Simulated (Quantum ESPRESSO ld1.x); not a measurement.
Initial-state core-level shifts of neutral cadmium when its valence configuration changes from [Kr] 4d10 5s2. Method: Dirac Kohn-Sham, PW91, spin-unpolarised, spherical densities, point nucleus; open shells fill j = l - 1/2 first; computed with ld1.x of Quantum ESPRESSO 7.5. Shifts are changes of the shell-averaged eigenvalues in eV (positive: less bound).

| valence | 1s | 2s | 2p | 3s |
|---|---|---|---|---|
| 4d10 5p2 | -3.350 | -3.254 | -3.255 | -3.298 |
| 4d9.5 5s2 5p0.5 | -3.347 | -3.476 | -3.466 | -3.431 |
| 4d9 5s2 5p1 | -6.657 | -6.936 | -6.915 | -6.830 |
| 4d7 5s2 5p3 | -20.537 | -21.599 | -21.526 | -21.063 |
| 4d6 5s2 5p4 | -27.944 | -29.494 | -29.390 | -28.624 |
| 4d9 5s1.5 5p1.5 | -7.413 | -7.674 | -7.653 | -7.577 |
| 4d7 5s1.5 5p3.5 | -21.257 | -22.304 | -22.229 | -21.774 |
| 4d8 5s2 5p2 | -13.376 | -14.015 | -13.971 | -13.733 |
| 4d10 5s1.5 5p0.5 | -0.960 | -0.935 | -0.935 | -0.945 |
